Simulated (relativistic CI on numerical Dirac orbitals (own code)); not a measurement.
A reference radial Dirac CI calculation of Pm gave the lowest total energy -10007.60145 Ha in 32 SCF steps, from this input:

```
atom Pm  Z=61  charge=0  electrons=61
nucleus A=145  rms_radius_fm=4.9620
hamiltonian dirac-coulomb  breit=on  qed=on  c_scale=1
orbitals kli  potential=per-configuration
slater_scale 1
correlation none
mixing on
grid step=0.0125 r_max=259.4
scf mixing=0.4 start=green max_iterations=150 tolerance=2e-08 node_fill=0.05
configurations
  [Xe] 4f5 6s2
end
```

One setting was then changed, and the output read:

```
SCF 1: [Xe] 4f5 6s2
 iter      energy (Ha)   residual   last orbital (Ha)
    1    -10019.592422   8.66e-01     -0.17209
    2    -10011.647652   1.47e+00     -0.27362
    3    -10021.414689   5.33e-01     -0.36619
    4    -10021.823853   3.28e-01     -0.32104
    5    -10022.034672   1.28e-01     -0.22592
    6    -10022.041966   1.11e-01     -0.24491
    7    -10022.025211   2.85e-01     -0.31910
    8    -10022.041330   2.20e-01     -0.29669
    9    -10022.047051   9.31e-02     -0.28049
   10    -10022.045400   7.99e-02     -0.30092
   11    -10022.042977   1.52e-01     -0.22214
   12    -10022.042399   1.45e-01     -0.23258
   13    -10022.043235   1.41e-01     -0.23044
   14    -10022.042874   1.47e-01     -0.22572
   15    -10022.041899   1.52e-01     -0.22605
   16    -10022.044804   1.44e-01     -0.21494
   17    -10022.044802   1.31e-02     -0.41120
   18    -10022.044588   9.65e-03     -0.41430
   19    -10022.044676   8.38e-03     -0.41520
   20    -10022.045321   8.19e-04     -0.41604
   21    -10022.045343   3.79e-04     -0.41602
   22    -10022.045334   3.45e-04     -0.41599
   23    -10022.045321   4.69e-04     -0.41611
   24    -10022.045357   4.04e-04     -0.41616
   25    -10022.045330   1.56e-04     -0.41626
   26    -10022.045321   6.95e-05     -0.41621
   27    -10022.045316   2.94e-05     -0.41622
   28    -10022.045316   1.85e-06     -0.41623
   29    -10022.045316   1.14e-06     -0.41623
   30    -10022.045316   1.00e-07     -0.41623
   31    -10022.045316   6.23e-08     -0.41623
   32    -10022.045316   1.86e-08     -0.41623
orbital energies (Ha): 4d3/2 -4.8927  4d5/2 -4.7343  5s -1.8154  5p1/2 -1.1959  5p3/2 -1.0769  6s -0.4162  4f5/2 -0.3764  4f7/2 -0.3592
configuration averages (Ha): Dirac-Coulomb, Breit, QED
  4f5                         -10022.045316    8.786365    0.000000
levels: no., configuration, term, J, E (cm-1), weight
   1 4f5                    6H*  5/2              0.0  0.97
   2 4f5                    6H*  7/2            813.0  0.98
   3 4f5                    6H*  9/2           1789.2  0.99
   4 4f5                    6H*  11/2          2894.1  0.99
   5 4f5                    6H*  13/2          4097.9  0.98
   6 4f5                    6H*  15/2          5374.1  0.97
   7 4f5                    6F*  1/2           6505.9  0.98
   8 4f5                    6F*  3/2           6739.0  0.97
   9 4f5                    6F*  5/2           7185.9  0.96
  10 4f5                    6F*  7/2           7910.6  0.96
  11 4f5                    6F*  9/2           8898.3  0.97
  12 4f5                    6F*  11/2         10090.3  0.98
  13 4f5                    4G*  5/2          17495.0  0.49
  14 4f5                    4F*  3/2          17781.7  0.97
lowest total energy -10013.476468 Ha
end: converged
```

Task: Which setting was changed?
A. QED terms
B. Slater scale
C. node fill of the KLI weights
D. end of the grid

Result: A. The QED terms off.
